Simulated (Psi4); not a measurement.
Cl$_{5}$Sb (SMILES [Cl][Sb]([Cl])([Cl])([Cl])[Cl]), singlet, at a GFN2-xTB geometry (all electrons, no relativity); Psi4 1.11 with HF/STO-3G.

Input for Psi4:
```
memory 2 GB

molecule {
0 1
  Sb   -0.00000000    0.00000000   -0.00000000
  Cl    1.96949773   -0.36395964   -1.23270781
  Cl    1.00843566   -1.01938883    1.91215478
  Cl   -1.00843566    1.01938883   -1.91215478
  Cl   -1.69224415   -1.63303023    0.02187406
  Cl   -0.27725357    1.99698987    1.21083376
}

set basis sto-3g
set scf_type pk
set puream true
set d_convergence 1e-8

energy('scf')
print_variables()
```

Output, abridged:

```
   => Loading Basis Set <=

    Name: STO-3G
    Role: ORBITAL
    Keyword: BASIS

         ---------------------------------------------------------
                                   SCF
               by Justin Turney, Rob Parrish, Andy Simmonett
                          and Daniel G. A. Smith
                              RHF Reference
         ---------------------------------------------------------

  ==> Geometry <==

    Molecular point group: c1
    Full point group: C1

    Geometry (in Angstrom), charge = 0, multiplicity = 1:

       Center              X                  Y                   Z               Mass
    ------------   -----------------  -----------------  -----------------  -----------------
         SB          -0.000000001182     0.000000000000    -0.000000001182   120.903812000000
         CL           1.969497728818    -0.363959640000    -1.232707811182    34.968852682000
         CL           1.008435658818    -1.019388830000     1.912154778818    34.968852682000
         CL          -1.008435661182     1.019388830000    -1.912154781182    34.968852682000
         CL          -1.692244151182    -1.633030230000     0.021874058818    34.968852682000
         CL          -0.277253571182     1.996989870000     1.210833758818    34.968852682000

  Running in c1 symmetry.

  Rotational constants: A =      0.02905  B =      0.02444  C =      0.02444 [cm^-1]
  Rotational constants: A =    870.99231  B =    732.82505  C =    732.82505 [MHz]
  Nuclear repulsion = 1387.447552779616444

  Charge       = 0
  Multiplicity = 1
  Electrons    = 136
  Nalpha       = 68
  Nbeta        = 68

  ==> Algorithm <==

  SCF Algorithm Type is PK.
  DIIS enabled.
  MOM disabled.
  Fractional occupation disabled.
  Guess Type is SAD.
  Energy threshold   = 1.00e-06
  Density threshold  = 1.00e-08
  Integral threshold = 1.00e-12

  ==> Primary Basis <==

  Basis Set: STO-3G
    Blend: STO-3G
    Number of shells: 36
    Number of basis functions: 72
    Number of Cartesian functions: 74
    Spherical Harmonics?: true
    Max angular momentum: 2

  ==> Integral Setup <==

  Using in-core PK algorithm.
   Calculation information:
      Number of atoms:                   6
      Number of AO shells:              36
      Number of primitives:            108
      Number of atomic orbitals:        74
      Number of basis functions:        72

      Integral cutoff                 1.00e-12
      Number of threads:                 1

  Performing in-core PK
[...]

  ==> Iterations <==

                        Total Energy        Delta E     RMS |[F,P]|

   @RHF iter SAD: -8521.36733883876514   -8.52137e+03   0.00000e+00
   @RHF iter   1: -8524.39296584746262   -3.02563e+00   3.65807e-03 ADIIS/DIIS
   @RHF iter   2: -8524.43219834091360   -3.92325e-02   5.09209e-04 ADIIS/DIIS
   @RHF iter   3: -8524.43362063630229   -1.42230e-03   7.98317e-05 DIIS
   @RHF iter   4: -8524.43367949108870   -5.88548e-05   1.69722e-05 DIIS
   @RHF iter   5: -8524.43368281275616   -3.32167e-06   3.40057e-06 DIIS
   @RHF iter   6: -8524.43368295276014   -1.40004e-07   2.08823e-07 DIIS
   @RHF iter   7: -8524.43368295321670   -4.56566e-10   2.92376e-08 DIIS
   @RHF iter   8: -8524.43368295322944   -1.27329e-11   1.30062e-09 DIIS
  Energy and wave function converged.

  ==> Post-Iterations <==

    Orbital Energies [Eh]
    ---------------------

    Doubly Occupied:

[...]
    Virtual:

[...]
      72A      0.215964

    Final Occupation by Irrep:
              A
    DOCC [    68 ]
    NA   [    68 ]
    NB   [    68 ]

  @RHF Final Energy: -8524.43368295322944

   => Energetics <=

    Nuclear Repulsion Energy =           1387.4475527796164442
    One-Electron Energy =              -14539.1152282885013847
    Two-Electron Energy =                4627.2339925556552771
    Total Energy =                      -8524.4336829532294360

Computation Completed

Properties will be evaluated at   0.000000,   0.000000,   0.000000 [a0]

Properties computed using the SCF density matrix

 Multipole Moments:

 ------------------------------------------------------------------------------------
     Multipole            Electronic (a.u.)      Nuclear  (a.u.)        Total (a.u.)
 ------------------------------------------------------------------------------------

 L = 1.  Multiply by 2.5417464519 to convert [e a0] to [Debye]
 Dipole X            :         -0.0000000            0.0000000           -0.0000000
 Dipole Y            :          0.0000000            0.0000000            0.0000000
 Dipole Z            :         -0.0000000            0.0000000           -0.0000000
 Magnitude           :                                                    0.0000000

 ------------------------------------------------------------------------------------

  Variable Map:
  ----------------------------------------------------------------------------
[...]
  Array Variable Map:
  ----------------------------------------------------------------------------
[...]
[...]
```
